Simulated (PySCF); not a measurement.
Al(OEt)2(NH2), SMILES C(C)[O][Al]([NH2])[O]CC (C4H12AlNO2), GFN2-xTB optimised geometry.

```
20

Al     0.73    -0.75     0.00
O      0.03    -2.24     0.00
C     -0.95    -3.23     0.01
C     -2.35    -2.64     0.09
H     -0.86    -3.83    -0.91
H     -0.78    -3.89     0.87
H     -2.53    -1.99    -0.76
H     -3.10    -3.43     0.10
H     -2.45    -2.05     1.00
O     -0.18     0.63     0.00
C     -0.45     2.00     0.02
C      0.82     2.83     0.13
H     -0.98     2.26    -0.91
H     -1.11     2.21     0.87
H      1.47     2.62    -0.72
H      0.58     3.89     0.15
H      1.35     2.56     1.04
N      2.51    -0.75     0.00
H      3.10     0.07     0.00
H      3.07    -1.59    -0.01
```

Density from B3LYP/def2-SVP run with PySCF at that geometry.

Minimum of the electron density along straight lines between bonded atoms, close to the bond critical point (lines longer than 1.1 times the sum of covalent radii, or with two minima, are not listed):

```
bond     length / Å  ρ at the minimum / e bohr⁻³  ∇²ρ there / e bohr⁻⁵  position (fraction from the first atom)
-------  ----------  ---------------------------  --------------------  ---------------------------------------
Al1–O2        1.651                        0.103                  1.03                                     0.43
O2–C3         1.392                        0.258                 -0.28                                     0.66
C3–C4         1.523                        0.251                 -0.60                                     0.51
C3–H5         1.099                        0.280                 -1.05                                     0.63
C3–H6         1.099                        0.280                 -1.05                                     0.63
C4–H7         1.088                        0.277                 -1.02                                     0.63
C4–H8         1.087                        0.276                 -1.01                                     0.62
C4–H9         1.088                        0.277                 -1.02                                     0.62
Al1–O10       1.656                        0.102                  1.01                                     0.43
O10–C11       1.392                        0.258                   ___                                     0.66
C11–C12       1.523                        0.251                 -0.60                                     0.50
C11–H13       1.098                        0.281                 -1.05                                     0.63
C11–H14       1.099                        0.281                 -1.05                                     0.63
C12–H15       1.088                        0.277                 -1.01                                     0.62
C12–H16       1.087                        0.276                 -1.01                                     0.62
C12–H17       1.088                        0.277                 -1.01                                     0.62
Al1–N18       1.778                        0.095                  0.66                                     0.42
N18–H19       1.007                        0.331                 -1.50                                     0.76
N18–H20       1.006                        0.331                 -1.51                                     0.76
```

Q: What belongs in the gaps?

A: 
- O10–C11, ∇²ρ there / e bohr⁻⁵: -0.30
